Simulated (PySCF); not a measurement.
Computed with PBE0-D4/def2-TZVPD in PySCF 2.14.0. All species are isolated molecules in the gas phase. 

Reference species (SMILES): `[H]/[C-]=C\C#N` (not the most acidic site) (charge -1, multiplicity 1).

The HOMO is -0.37 eV.

Changed species: `C=[C-]C#N` (proton removed from C2; the reference has proton removed from C1).

**Question.** Give the shifts of the HOMO.

**Answer.** the HOMO increases by 0.04 eV, to -0.33 eV.
